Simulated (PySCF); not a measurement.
PbF2, optimised at GFN2-xTB:

```xyz
3

Pb     0.0446     0.0865     0.1489
F      0.7876     0.3202    -1.7881
F     -1.1463    -1.6250     0.0446
```

Method: PySCF energies (xtb for GFN2) plus ideal-gas RRHO corrections (1 bar). All species are closed-shell singlets. Pb: scalar-relativistic def2 core potential, no spin-orbit coupling.

Q: List the harmonic frequencies (cm⁻¹, unscaled) at this level and at the other levels, each on its own geometry.

A: 
- GFN2-xTB: 106, 360, 378
- PBE/def2-SVP: 157, 533, 542
- PBE0/def2-TZVP: 162, 528, 548
